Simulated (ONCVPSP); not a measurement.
What one change does to a pseudopotential (platinum (Pt), ONCV)

ONCVPSP 4.0.1 input, shortened (lines: element, Z, core and valence counts, functional; n l f; lmax; l rc ep ncon nbas qcut; lloc lpopt rc5 dvloc0; l nproj debl; icmod fcfact rcfact), PBE, scalar-relativistic:

```
  Pt 78.00   10    4        4      upf
    1    0    2.00
    2    0    2.00
    2    1    6.00
    3    0    2.00
    3    1    6.00
    3    2   10.00
    4    0    2.00
    4    1    6.00
    4    2   10.00
    4    3   14.00
    5    0    2.00
    5    1    6.00
    5    2    9.00
    6    0    1.00
    2
    0    1.40    0.00    5    8    6.90
    1    1.60    0.00    4    7   10.40
    2    1.40    0.00    3    6    7.20
    2    5    1.40    0.00
    0    2    3.50
    1    1    2.10
    2    0    3.50
    3    4.25    1.45
```

Change: core correction Teter function, fcfact 7, rcfact 1.45.

Cutoffs: the cutoffs (Ha) at which the residual kinetic energy of the hardest occupied pseudo-wave falls to 1 and 0.1 mHa per electron; they do not see the model core or the augmentation charge, which bear on the density cutoff. Errors are all-electron minus pseudo energies relative to the spin-unpolarised reference configuration.

**Question.** How do hardness, ghosts and transferability respond?

**Answer.** The potential gets neither clearly harder nor softer (68 Ha and 85 Ha → 68 Ha and 85 Ha); of the 4 tests that both files solve, the error grows in 2 and shrinks in 0 by more than 15 % and 0.3 meV (median size 5.5 → 6.1 meV); neither file shows a bound ghost. A model core, the more so a compact one, raises the density cutoff, which this test does not measure.

```csv
quantity,base,changed
"cutoff, loose",68 Ha,68 Ha
"cutoff, tight",85 Ha,85 Ha
bound ghosts,none,none
GHOST(+) flags under 300 eV,none,none
"error for 5s2 5p6 5d9 6s0, meV [ΔE 9.19 eV]",-4.8,-5.3
"error for 5s2 5p6 5d8 6s0, meV [ΔE 29.16 eV]",-3.8,-4.5
"error for 5s2 5p6 5d7 6s0, meV [ΔE 61.38 eV]",-7.4,-10
"error for 5s2 5p6 5d10 6s0, meV [ΔE -0.02 eV]",-6.3,-6.9
s: phases at 1.42 bohr within 0.05 rad from the reference energy up to (Ha; the scan ends near 5),to the end of the scan,to the end of the scan
p: phases at 1.62 bohr within 0.05 rad from the reference energy up to (Ha; the scan ends near 5),0.9,0.9
d: phases at 1.42 bohr within 0.05 rad from the reference energy up to (Ha; the scan ends near 5),to the end of the scan,to the end of the scan
"rms error of d²Exc/dni dnj with the model core, mHa",1.03,2.63
```
